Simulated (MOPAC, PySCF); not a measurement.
C₃H₉B, SMILES `CB(C)C`, neutral singlet in the gas phase. 

Cartesian coordinates (Å):
```xyz
13

C      1.5004    -0.4573     0.1348
B      0.0047    -0.0006    -0.0083
C     -1.1215    -1.0597    -0.2909
C     -0.3725     1.5161     0.1454
H      1.7938    -1.1534    -0.6570
H      2.2306     0.3524     0.1844
H      1.5869    -1.0337     1.0665
H     -1.7825    -1.1104     0.5841
H     -1.7690    -0.7349    -1.1127
H     -0.7691    -2.0704    -0.5031
H     -1.4396     1.7218     0.2478
H     -0.0264     2.0342    -0.7603
H      0.1644     1.9960     0.9694
```
Charge 0, multiplicity 1.

All levels are single points at this geometry (B3LYP-D3(BJ)/def2-TZVP); Pople sets use spherical d functions. Orbital energies aren't observables, and empty levels follow the basis.

B3LYP/6-31G* in PySCF gives gap (eV) = 8.02.

### Question
Estimate the gap (eV) from each of these levels: M06-2X/def2-TZVP in PySCF; PBE/6-31G* in PySCF; SVWN5/6-31G* in PySCF; HF/6-31G* in PySCF; PM3 in MOPAC.

### Answer

| level | gap (eV) |
|---|---|
| M06-2X/def2-TZVP in PySCF | 10.53 |
| PBE/6-31G* in PySCF | 5.96 |
| SVWN5/6-31G* in PySCF | 5.81 |
| HF/6-31G* in PySCF | 15.93 |
| PM3 in MOPAC | 12.58 |
